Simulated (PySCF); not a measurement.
## Two-component Hartree-Fock for Pb⁶¹⁺ (lead, charge +61)

Start: [Ar] 3d3; 3d3/2 filled at m_j = -1/2, +1/2, +3/2. Calculated with PySCF 2.14 in an uncontracted even-tempered set (15 s from 19 bohr⁻², ratio 2.8; 13 p from 25 bohr⁻², ratio 2.8; 8 d from 25 bohr⁻², ratio 2.8; 3 f from 80 bohr⁻², ratio 3): generalised Hartree-Fock with the X2C-1e Hamiltonian and a Gaussian nucleus; one run each with spin-orbit coupling (SO) switched off, then screened by Boettger's factors.

```csv
spinor shell,electrons,"ε, spin-free (eV)","ε, screened SO (eV)",weight of nominal j (screened SO),"rms radius, screened SO (bohr)"
1s1/2,2,-92990.9,-92945.7,1.000,0.0181
2s1/2,2,-20342.8,-20325.3,1.000,0.0725
2p1/2,2,-18101.9,-19712.5,1.000,0.0612
2p3/2,4,-18101.9,-17471.2,1.000,0.0692
3s1/2,2,-7756.8,-7751.2,1.000,0.179
3p1/2,2,-7088.5,-7510.8,1.000,0.169
3d3/2,3,-6549.5,-6608.3,0.999,0.157
```

(1) Where does 3p3/2 lie, and what is the 3p spin-orbit splitting (screened SO)?

```json
{"quantity": "E (hartree)", "spin-free": "-17044.75813", "screened SO": "-17088.75619"}
{"quantity": "M_J", "spin-free": "3/2", "screened SO": "3/2"}
{"quantity": "⟨J²⟩", "spin-free": "6.750", "screened SO": "3.756"}
{"quantity": "⟨L²⟩", "spin-free": "12.000", "screened SO": "7.548"}
{"quantity": "⟨S²⟩", "spin-free": "3.750", "screened SO": "2.089"}
```

Each row is a mean over spinors that exchange with the open shell spreads, by up to 28.774 eV (3p1/2).

Breit and QED terms are absent; they matter most for the inner s and p1/2 levels.

Densities and radii are taken from the X2C orbitals without a picture-change correction, which distorts them close to the nucleus.

Without spin-orbit coupling the j labels of p, d and f shells carry no meaning; the spin-free column gives the mean over the occupied spinors of each nl shell, and its ⟨J²⟩ belongs to a mixture of degenerate components.

## Answers

(1) At -6918.7 eV, 592.10 eV above 3p1/2.
